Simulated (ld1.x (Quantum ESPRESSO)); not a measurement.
**S (Z = 16): one change to a TM potential, before and after**

ld1.x (Quantum ESPRESSO) 7.5 input, shortened:

```
&input
   title='S', zed=16., rel=1, dft='PZ', iswitch=3,
   config='[Ne] 3s1.75 3p4.25'
 /
 &inputp
   pseudotype=2, tm=.true., lloc=0,
   nlcc=.true., new_core_ps=.true., rcore=0.80
 /
2
3P  2  1   4.25   0.00  1.50  1.50  0.0
3S  1  0   1.75   0.00  1.50  1.50  0.0
 &test
   configts(1)='3s1.75 3p4.25'
 /
```

Change: wave 3s (bound): rc 1.50 bohr becomes 3s (bound): rc 2.26 bohr.

Cutoffs: the cutoffs (Ry, on a coarse ladder) from which the occupation-weighted sum of valence levels, in a spherical-Bessel basis at the reference potential, stays within 10 and 1 mRy of its value at 400 Ry; they do not see the model core or the augmentation charge, which bear on the density cutoff. Errors are all-electron minus pseudo energies relative to the spin-unpolarised reference configuration.

Task: Predict the effect on cutoff, ghosts and configuration errors.

Result: The potential gets softer (35 Ry and 60 Ry → 15 Ry and 35 Ry); of the 9 tests that both files solve, the error grows in 7 and shrinks in 1 by more than 15 % and 0.3 meV (median size 8.7 → 13.9 meV); neither file shows a bound ghost. A larger radius leaves more room for a smooth pseudo-wave, so fewer plane waves are needed.

```tsv
quantity	base	changed
cutoff, loose	35 Ry	15 Ry
cutoff, tight	60 Ry	35 Ry
loose cutoff by channel (10 mRy a level)	p 10 Ry, s 21 Ry	p 10 Ry, s 10 Ry
bound ghosts	none	none
error for 3s2 3p4, meV [ΔE -2.55 eV]	0.0	-1.9
error for 3s2 3p3, meV [ΔE 9.32 eV]	+3.0	+18
error for 3s2 3p2, meV [ΔE 31.69 eV]	+24	+111
error for 3s2 3p0, meV [ΔE 112.83 eV]	+205	+686
error for 3s2 3p1, meV [ΔE 65.85 eV]	+84	+319
error for 3s2 3p3.5, meV [ΔE 2.16 eV]	+0.3	+1.7
error for 3s1 3p4, meV [ΔE 20.11 eV]	+4.5	-4.7
error for 3s1.75 3p4.25 (spin-polarised), meV [ΔE -0.74 eV]	+9.6	+7.7
error for 3s2 3p4 (spin-polarised), meV [ΔE -3.25 eV]	+8.7	+14
```
